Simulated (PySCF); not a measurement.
# `InChI=1S/C5H3PS/c1-2-5-3-6-4-7-5/h1,3-4H`

Molfile (atoms numbered from 1):
```
C5H3PS
     RDKit          3D

 10 10  0  0  0  0  0  0  0  0999 V2000
   -2.1764   -0.1658    1.8305 C   0  0  0  0  0  0  0  0  0  0  0  0
   -1.2548   -0.1014    1.0618 C   0  0  0  0  0  0  0  0  0  0  0  0
   -0.1765   -0.0321    0.1686 C   0  0  0  0  0  0  0  0  0  0  0  0
   -0.0767    0.8373   -0.8791 C   0  0  0  0  0  0  0  0  0  0  0  0
    1.3673    0.7564   -1.8814 P   0  0  0  0  0  0  0  0  0  0  0  0
    2.0338   -0.5172   -0.9613 C   0  0  0  0  0  0  0  0  0  0  0  0
    1.1575   -1.1229    0.3784 S   0  0  0  0  0  0  0  0  0  0  0  0
   -2.9855   -0.2146    2.4958 H   0  0  0  0  0  0  0  0  0  0  0  0
   -0.8631    1.5488   -1.0790 H   0  0  0  0  0  0  0  0  0  0  0  0
    2.9833   -0.9838   -1.1569 H   0  0  0  0  0  0  0  0  0  0  0  0
  1  2  3  0
  2  3  1  0
  3  4  2  0
  4  5  1  0
  5  6  2  0
  6  7  1  0
  7  3  1  0
  1  8  1  0
  4  9  1  0
  6 10  1  0
M  END
```

Method: GIAO KT3/pcSseg-1 magnetisability, rotational g tensor and spin-rotation constants, non-relativistic, gas phase (PySCF 2.14.0). Geometry: GFN2-xTB.

(1) What are the magnetisability and the molar susceptibility?

(2) Split it along the inertial axes a, b, c into diamagnetic and paramagnetic parts about the centre of mass, with the quadrupole moment.

(3) And the rotational g tensor?

## Answers

(1) Isotropic -1271 × 10⁻³⁰ J/T², or -76.6 × 10⁻⁶ cm³/mol; principal values -1820, -1053, -942 × 10⁻³⁰ J/T², anisotropy 828 × 10⁻³⁰ J/T² (root of half the summed squared differences of the principal values). The susceptibility is in cgs units.

(2) 
| axis | χ (10⁻⁶ cm³/mol) | diamagnetic (10⁻⁶ cm³/mol) | paramagnetic (10⁻⁶ cm³/mol) | summed x² of all electrons (Å²) | quadrupole Θ (D Å) |
| --- | --- | --- | --- | --- | --- |
| a | -62.9 | -372.4 | 309.5 | 199.0 | +6.08 |
| b | -57.2 | -894.9 | 837.7 | 75.8 | +1.65 |
| c | -109.6 | -1166.0 | 1056.4 | 11.9 | -7.73 |

Anisotropies 2χaa − χbb − χcc = +41.0 and 2χbb − χaa − χcc = +58.1 × 10⁻⁶ cm³/mol. Θ is traceless in Buckingham's convention.

(3) 
```
axis  rotational constant (GHz)        g  nuclear part  electronic part
   a                     4.1101  -0.0635        0.5341          -0.5976
   b                     1.4152  -0.0239        0.5330          -0.5569
   c                     1.0527  +0.0109        0.5333          -0.5224
```
Asymmetric top; isotopes 12C, 1H, 31P, 32S; no vibrational averaging.
